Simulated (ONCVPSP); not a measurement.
u(r) = r·R(r): atom against pseudo-atom (C (Z = 6))

Columns: radius, all-electron u(r) and pseudo u(r) of the 2p shell (level -5.29 eV) of carbon in the configuration [He] 2s2 2p2; PBE, scalar-relativistic, ONCV scheme, ONCVPSP 4.0.1.

| r (bohr) | all-electron | pseudo |
| --- | --- | --- |
| 0.132 | 0.0755 | 0.0236 |
| 0.265 | 0.2161 | 0.0919 |
| 0.398 | 0.3568 | 0.1955 |
| 0.530 | 0.4745 | 0.3192 |
| 0.663 | 0.5663 | 0.4487 |
| 0.795 | 0.6330 | 0.5666 |
| 0.928 | 0.6771 | 0.6629 |
| 1.060 | 0.7010 | 0.7292 |
| 1.193 | 0.7088 | 0.7647 |
| 1.325 | 0.7041 | 0.7712 |
| 1.458 | 0.6900 | 0.7542 |
| 1.590 | 0.6692 | 0.7211 |
| 1.723 | 0.6436 | 0.6790 |
| 1.855 | 0.6151 | 0.6354 |
| 1.988 | 0.5845 | 0.5938 |
| 2.120 | 0.5533 | 0.5565 |
| 2.252 | 0.5220 | 0.5227 |
| 2.385 | 0.4908 | 0.4909 |
| 2.518 | 0.4604 | 0.4604 |
| 2.650 | 0.4312 | 0.4312 |
| 2.782 | 0.4032 | 0.4032 |
| 2.915 | 0.3764 | 0.3763 |
| 3.048 | 0.3509 | 0.3509 |
| 3.180 | 0.3270 | 0.3270 |
| 3.312 | 0.3045 | 0.3045 |
| 3.445 | 0.2831 | 0.2831 |

(1) How many radial nodes do the two functions have?

(2) At about which radius was the pseudo-wave matched?

(3) Is the pseudo-wave norm-conserving?

## Answers

(1) The all-electron 2p function has n − l − 1 = 0; the pseudo-wave has 0.

(2) 2.65 bohr. The columns agree to 0.0005 from 2.38 bohr on; several derivatives are matched, so the curves merge somewhat inside the radius.

(3) Yes: the ONCV scheme keeps the norm inside the radius equal to the all-electron one, which fixes the energy derivative of the logarithmic derivative at the level.
